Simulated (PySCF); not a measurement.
Structure problem from calculated spectra and properties.

Formula: C7H13; charge +1.

* Polarisability: 82.3 au [PBE0/def2-SVPD]
* Triplet: lowest triplet excitation (Tamm–Dancoff): 2.25 eV [TDA PBE0/def2-SVPD]
* 13C NMR: chemical shifts (computed TMS as zero) by class: 340.6 (1 C), 141.9 (1 C), 139.3 (1 C), 65.0 (1 C), 53.4 (2 C), 35.7 (1 C) ppm [GIAO PBE0/pcSseg-1]
* UV, first state: lowest singlet excitation: 2.56 eV (484 nm, f = 0.033) [TDDFT PBE0/def2-SVPD]
* Rotational structure: rotational constants A, B, C: 4.506, 1.623, 1.389 GHz [GFN2-xTB]
* 1H NMR: chemical shifts (computed TMS as zero) by class: 6.61 (1 H), 6.31 (1 H), 5.37 (1 H), 4.29 (6 H), 4.26 (2 H), 3.23 (2 H) ppm [GIAO PBE0/pcSseg-1]

Gas-phase values; electronic properties from PySCF, density fitting. Levels stand in brackets. Isolated species at its GFN2-xTB geometry (one conformer only). Each NMR value is the plain mean over a class of atoms that symmetry, rotation or inversion makes alike.

Problem. Give a SMILES that accounts for the data.

Solution. Numbering: `[CH2:1]=[CH:2][CH2:3][CH2:4][C+:5]([CH3:6])[CH3:7]`. 7 carbons fall into 6 classes; from least to most shielded: formal carbocation centre [C5] (340.6 ppm), terminal =CH2 carbon [C1] (141.9 ppm), alkene CH carbon [C2] (139.3 ppm), chain CH2 carbon [C4] (65.0 ppm), methyl carbon [C6/C7] (53.4 ppm, 2 C, up to 6.0 ppm apart in this geometry), allylic carbon [C3] (35.7 ppm). Hydrogen classes from least to most shielded: 1 H on a terminal =CH2 carbon, C1 (6.61 ppm), 1 H on a terminal =CH2 carbon, C1 (6.31 ppm), 1 H on an alkene CH carbon, C2 (5.37 ppm), 6 H on 2 methyl carbons, C6/C7 (4.29 ppm, a mean of values up to 2.1 ppm apart in this geometry), 2 H on a chain CH2 carbon, C4 (4.26 ppm), 2 H on an allylic carbon, C3 (3.23 ppm, a mean of values up to 0.9 ppm apart in this geometry). S1 is mainly HOMO→LUMO (weight 0.99); the largest Löwdin shares of the orbital it empties are 0.37 on the terminal =CH2 carbon, 0.35 on the alkene CH carbon and 0.06 on the allylic carbon, of the orbital it fills 0.49 on the formal carbocation centre, 0.09 on a methyl carbon, 0.09 on the chain CH2 carbon and 0.08 on a methyl carbon. The optimised geometry has point group C1 and is an asymmetric top. Structure: `C=CCC[C+](C)C`. Computed isomers that give other values at the same levels: `C=C[C+](C)C(C)C` (13C chemical shifts (computed TMS as zero) by class: 289.0 (1 C), 182.3 (1 C), 150.0 (1 C), 62.3 (1 C), 31.3 (1 C), 26.9 (2 C) ppm); `C[C+]1CCCCC1` (13C chemical shifts (computed TMS as zero) by class: 338.7 (1 C), 66.3 (2 C), 65.7 (2 C), 47.1 (1 C), 33.7 (1 C) ppm); `C=C(C)C[C+](C)C` (13C chemical shifts (computed TMS as zero) by class: 251.1 (1 C), 173.8 (1 C), 126.5 (1 C), 75.4 (1 C), 38.7 (2 C), 24.1 (1 C) ppm). The assignments are read from this structure; whether some other isomer fits the data as well wasn't checked.

Shape of the structure used: `[CH2:1]=[CH:2][CH2:3][CH2:4][C+:5]([CH3:6])[CH3:7]`: C1–C2–C3–C4 129°, C2–C3–C4–C5 -58°, C3–C4–C5–C6 -16°.
